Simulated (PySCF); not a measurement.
C2H2F2, SMILES F/C=C/F. Heavy atoms are numbered as in [F:1]/[CH:2]=[CH:3]/[F:4]. Hydrogens are named by the atom that carries them.

Coordinates come from a TPSSh-D3(BJ)/def2-SVP optimisation.

Calculation: PySCF with PBE/pcSseg-2.

GIAO shieldings, no solvent; atoms alike by connectivity are averaged. δ = σ(ref) − σ: ¹⁹F against CFCl3 (σ = 132.0 ppm); ¹³C against TMS (σ = 181.4 ppm); ¹H against TMS (σ = 31.47 ppm), references at their B3LYP-D3(BJ)/def2-TZVP geometries, non-relativistic.

| atoms | nucleus | count | δ (ppm) |
|---|---|---|---|
| F1 | ¹⁹F | 2 | (withheld) |
| C2 (CH) | ¹³C | 2 | 160.6 |
| H on C2 | ¹H | 2 | 7.87 |

Problem. Complete the blanks. (An estimate is asked for; the answer gives what the named calculation found.)

Solution. 
- F1, δ (ppm): -212.7
